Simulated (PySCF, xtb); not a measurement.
CH12N2Si3, SMILES N[SiH](N)C[SiH2][SiH3].

xtb with GFN2-xTB at its own geometry gives an orbital gap of 4.46 eV and a dipole moment of 2.50 D.

Geometry: PBE0-D3(BJ)/def2-SVP. This is a generated structure with no PubChem entry under its InChIKey; it may be hypothetical. The values are those of a single conformer.

Problem. What does PBE/def2-TZVP (PySCF) give? (The exact figures need the calculation; the answer reports its results.)

Solution. gap 5.24 eV (levels -5.81 and -0.56 eV), dipole 1.68 D.
